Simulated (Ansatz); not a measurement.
FH$_{2}$NbO$_{3}$, SMILES `[O]=[Nb]([OH])([OH])[F]` at its PBE0-D4/def2-TZVP geometry, where that method's forces vanish. Charge 0, multiplicity 1. Nb takes the def2 core potential.

```xyz
7

O     1.3083    1.1985   -0.1559
Nb    0.0280    0.1999    0.3224
O    -1.4192    0.4624   -0.8646
O     0.6008   -1.5993    0.2380
F    -0.4699    0.6487    2.0739
H    -1.5025    1.0540   -1.6139
H     1.4544   -1.9642    0.0001
```

Question: What forces (eV/Å) does PBE-D4/def2-TZVPP give on these atoms in Ansatz? (Estimate.)

Answer: Ansatz gave: 
```
O1   0.858  0.677 -0.306
Nb2 -0.435 -0.325  0.190
O3  -0.415 -0.231  0.009
O4  -0.266 -0.383  0.090
F5  -0.133  0.128  0.483
H6  -0.022  0.288 -0.351
H7   0.412 -0.155 -0.114
```
